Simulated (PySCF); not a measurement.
SMILES CC(=O)CC#N (C4H5NO) (GFN2-xTB optimised geometry):

```
11

C     -0.554    -1.251    -0.014
C      0.296    -0.014     0.000
O      1.495    -0.014     0.000
C     -0.498     1.299     0.000
C     -1.495     1.318     1.036
N     -2.281     1.321     1.865
H     -1.225    -1.237    -0.870
H      0.073    -2.137    -0.054
H     -1.166    -1.278     0.887
H      0.190     2.137     0.142
H     -0.995     1.405    -0.969
```

Computed with B3LYP/def2-TZVP (PySCF 2.14.0).

Q: What are the frontier orbital energies and the dipole moment?

A: HOMO-2 -9.89 eV, HOMO-1 -9.58 eV, HOMO -7.78 eV, LUMO -1.47 eV, LUMO+1 0.10 eV; dipole moment 2.80 D.

Meta-Löwdin charges at B3LYP/def2-TZVP: C1 -0.39, C2 0.41, O3 -0.39, C4 -0.27, C5 0.11, N6 -0.22, H7 0.13, H8 0.14, H9 0.15, H10 0.16, H11 0.16.
